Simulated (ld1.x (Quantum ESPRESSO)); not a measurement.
# iridium (Ir): from the effect back to the setting (PAW)

Base potential:

iridium, PAW, made with ld1.x (Quantum ESPRESSO) 7.5 (PW91, scalar-relativistic). Core [Xe] 4f14, reference 5d7 6s1.75 6p0.25. Waves: 6s (bound): rcut 1.90, rcutus 2.50 bohr; 6s channel at 2.45 Ry: rcut 1.90, rcutus 2.50 bohr; 6p (bound): rcut 2.35, rcutus 3.00 bohr; 6p channel at 0.4 Ry: rcut 2.35, rcutus 3.00 bohr; 5d (bound): rcut 1.90, rcutus 2.60 bohr; 5d channel at 1.7 Ry: rcut 1.90, rcutus 2.60 bohr. Local part: all-electron potential smoothed inside 2.20 bohr (lloc = -1). Core correction: Bessel-smoothed model core inside 1.40 bohr. Augmentation charge: PSQ, inside the norm-conserving radii.

Cutoffs, loose and tight: the cutoffs (Ry, on a coarse ladder) from which the occupation-weighted sum of valence levels, in a spherical-Bessel basis at the reference potential, stays within 10 and 1 mRy of its value at 400 Ry. They do not see the model core or the augmentation charge, which bear on the density cutoff. Test errors are all-electron minus pseudo excitation energies from the reference, over the configurations 5d7 6s2 6p0; 5d7 6s1 6p0; 5d7 6s0 6p0; 5d7.5 6s1.5 6p0; 5d6 6s2 6p0; 5d7 6s1.5 6p0; 5d5 6s0 6p0; variants that change the core or the reference have their own tests.

Only the d radius is moved:

| d radius (bohr) | cutoff, loose | cutoff, tight | bound ghosts | largest test error (meV) |
| --- | --- | --- | --- | --- |
| 1.76 | 35 Ry | 55 Ry | none | -490 |
| 2.04 | 25 Ry | 40 Ry | none | -492 |
| 2.36 | 18 Ry | 30 Ry | none | -3.9 over the solved tests; test run stopped at test 3 of 7 (negative rho) |
| 2.68 | 15 Ry | 25 Ry | none | test run stopped at test 2 of 7 (negative rho) |
| 3.02 | 12 Ry | 18 Ry | none | -4.3 over the solved tests; test run stopped at test 3 of 7 (negative rho) |
| 3.58 | 8 Ry | 12 Ry | none | -536 |
| 3.82 | 8 Ry | 10 Ry | none | -29 over the solved tests; test run stopped at test 7 of 7 (negative rho) |

Question: One more run gave cutoff, loose: 8 Ry; cutoff, tight: 15 Ry; bound ghosts: none; largest test error (meV): -534. Which value of the d radius was used?

Answer: 3.3 bohr. The tight cutoff moves one way along this sweep, from 55 Ry at 1.76 to 10 Ry at 3.82 bohr, which places the run between 3.02 and 3.58 bohr.
